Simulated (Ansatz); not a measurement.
Consider the ligand exchange at the Si–N bond: `N[SiH2][S][AlH2]` + H–F → `F[SiH2][S][AlH2]` + NH₃.

Isolated molecules relaxed with PBE0-D4/def2-TZVP in Ansatz; ΔE leaves out vibrations. CBS: MP2 limit from def2 TZ/QZ plus the TZ coupled-cluster correction, frozen cores. This one scheme is used for every species. Functionals use def2-TZVPP. One conformer a species, not always the lowest.

`N[SiH2][S][AlH2]`:

```xyz
10

N    -1.525   -0.112    0.849
Si   -0.173   -1.114    0.549
S     0.772   -0.943   -1.385
Al    1.360    1.143   -1.248
H    -1.384    0.852    1.106
H    -2.382   -0.234    0.334
H     0.828   -0.806    1.597
H    -0.611   -2.528    0.601
H     2.100    1.796   -2.480
H     1.016    1.945    0.077
```

H–F:

```xyz
2

F    -0.357    0.080    0.279
H     0.357   -0.080   -0.279
```

`F[SiH2][S][AlH2]`:

Cartesian coordinates in Å:
```
F 0.807 -1.807 0.924
Si 0.495 -0.285 1.300
S 1.056 0.999 -0.287
Al -0.554 0.508 -1.688
H -0.953 -0.202 1.594
H 1.322 0.069 2.474
H -1.691 -0.479 -1.212
H -0.481 1.196 -3.105
```

NH₃:

Z-matrix (Å, degrees):
```
N
H 1 1.013
H 1 1.013 2 107.1
H 1 1.013 2 107.1 3 -114.5
```

CCSD(T)/CBS gives -80.8 kJ/mol.

Task: Another level gave -90.5 kJ/mol. Which?
A. LDA (SPW92)/def2-TZVPP
B. HF/def2-TZVPP
C. PBE/def2-TZVPP
D. B97M-V/def2-TZVPP

Result: D. B97M-V -90.5, PBE -81.5, HF/def2-TZVPP -96.7, LDA (SPW92) -72.7 kJ/mol.

Largest T1 diagnostic among the species: 0.012.

The D4 term adds +7.2 kJ/mol with B3LYP and +4.0 kJ/mol with PBE0; it sums over pairs of atoms, weighted by their polarisabilities, and B3LYP, whose exchange is more repulsive, gets the larger term. Leaving LDA and LC-ωPBE aside and taking each functional with its dispersion term where it has one, the values, not all of them listed here, spread over 16.9 kJ/mol, from B97M-V to revPBE-D4. LDA lies +8.8 kJ/mol from PBE without D4. In def2-TZVPP, CCSD(T) changes the Hartree–Fock value by +15.1 kJ/mol (the triples alone add +2.3 kJ/mol) and MP2 by +17.6 kJ/mol.

B3LYP here is the variant with VWN-RPA as its local correlation; programs differ in this.
